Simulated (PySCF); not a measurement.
Isomers of C8H13P. Method: PBE0-D3(BJ)/def2-SVP geometry optimisation, gas phase (PySCF 2.14.0). One conformer each; no zero-point energy, no entropy. No frequencies were run at this level. Point groups hold within 0.08 Å.

**Question.** Rank from lowest to highest electronic energy at this level (kcal/mol).
A. `[CH:1]#[C:2][CH2:3][P:4]([CH3:5])[CH:6]1[CH2:7][CH2:8][CH2:9]1` with C2–C3–P4–C5 -68°, C3–P4–C6–C7 -179°, P4–C6–C7–C8 138°, C6–C7–C8–C9 -18°, C7–C8–C9–C6 18°, P4–C6–C9–C8 -138°
B. `[CH3:1][CH2:2][c:3]1[cH:4][pH:5][c:6]([CH2:7][CH3:8])[cH:9]1` with C1–C2–C3–C4 -114°, P5–C6–C7–C8 56°

**Answer.** B (0.0), A (48.0).

As drawn, the higher has a four-membered ring, which the lower lacks.

| SMILES | E (Eh) | E rel (kcal/mol) | dipole (D) | point group | A, B, C (MHz) |
| --- | --- | --- | --- | --- | --- |
| CCc1c[pH]c(CC)c1 | -653.18926 | 0.0 | 1.12 | C1 | 2461, 814.5, 666.3 |
| C#CCP(C)C1CCC1 | -653.11281 | 48.0 | 1.64 | C1 | 3302, 713.3, 623.1 |

**Question.** How do the relative energies change in single points at PBE0/pcSseg-1 (no added dispersion term) on the same geometries?

**Answer.** 
| SMILES | PBE0-D3(BJ)/def2-SVP (kcal/mol) | PBE0/pcSseg-1 (kcal/mol) | shift |
| --- | --- | --- | --- |
| CCc1c[pH]c(CC)c1 | 0.0 | 0.0 | 0.0 |
| C#CCP(C)C1CCC1 | 48.0 | 46.5 | -1.5 |

Each column counts from its own lowest isomer. The order is unchanged; the largest shift is 1.5 kcal/mol.
